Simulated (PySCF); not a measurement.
Computed shifts of a molecule C3H4BNO2, PBE/pcSseg-1 (PySCF), GIAO, gas phase, equivalent atoms averaged, in ppm (number of nuclei): ¹⁵N: 304.5 (1). ¹³C: 239.2 (1), 119.6 (1), 8.7 (1). ¹H: 11.91 (1), 8.05 (1), 2.47 (2). References: ¹⁵N against NH3 (σ = 267.0 ppm); ¹³C against TMS (σ = 182.0 ppm); ¹¹B against BF3 (σ = 83.9 ppm); ¹⁷O against H2O (σ = 334.3 ppm); ¹H against TMS (σ = 31.49 ppm), references at their B3LYP-D3(BJ)/def2-TZVP geometries, non-relativistic. Geometry optimised at B3LYP-D3(BJ)/def2-SVP. Other conformers were not sampled.

### Question
Which molecule gave these data?
A) OB1C=COC=N1
B) O=COB1C=NC1
C) C=COB1N=CO1
D) N#CCB(O)C=O

### Answer
D, N#CCB(O)C=O
